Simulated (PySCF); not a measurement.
Molecule: 2-ethyltetrahydrothiophene (SMILES CC[C@H]1CCCS1).

Cartesian coordinates in Å; atom numbers follow the order of the lines, from 1:
```xyz
19

C     2.716    0.486   -0.122
C     1.578   -0.524   -0.051
C     0.248    0.083   -0.474
C    -0.895   -0.926   -0.506
C    -2.193   -0.143   -0.356
C    -1.990    0.759    0.848
S    -0.287    1.402    0.704
H     3.645    0.039    0.222
H     2.855    0.835   -1.143
H     2.488    1.345    0.506
H     1.796   -1.372   -0.706
H     1.489   -0.899    0.971
H     0.355    0.574   -1.445
H    -0.788   -1.620    0.332
H    -0.874   -1.500   -1.433
H    -3.051   -0.800   -0.211
H    -2.364    0.463   -1.248
H    -2.673    1.606    0.874
H    -2.065    0.203    1.784
```

Frames of a GFN2-xTB Langevin trajectory at 300 K; GIAO PBE0/pcSseg-1 shieldings in PySCF 2.14, gas phase, non-relativistic; equivalent atoms averaged within each frame.

δ = σ(ref) − σ, references computed at the same level: TMS for ¹³C (σref 186.93) and ¹H (σref 31.72); ³³S (σref 503.73) vs CS2. The references are static minima.

Question: How do the shifts (ppm) fluctuate along the trajectory?

Answer: 
```tsv
time (fs)	C3	C2	C6	C5	C4	C1	S7	H12	H19	H13
250	65.1	46.2	40.6	40.1	39.8	13.2	16	3.43	3.41	3.24
425	65.1	30.8	37.7	37.5	40.4	19.8	-3	0.98	4.25	3.31
625	63.5	29.2	38.4	36.1	33.8	12.2	50	1.35	3.41	3.63
800	64.3	32.0	39.7	37.6	37.3	17.8	18	1.28	3.52	3.56
1000	55.6	43.8	43.3	41.5	48.3	12.1	-14	3.03	4.23	3.36
mean of frames	62.7	36.4	39.9	38.5	39.9	15.0	14	2.01	3.76	3.42
standard deviation	4.0	7.9	2.2	2.2	5.4	3.6	25	1.13	0.44	0.17
```

5 frames give an uncertainty of the mean of about the standard deviation over 2.2 at best, since frames this close in time may not be independent; classical motion lacks zero-point vibration, and the reference would need the same averaging.
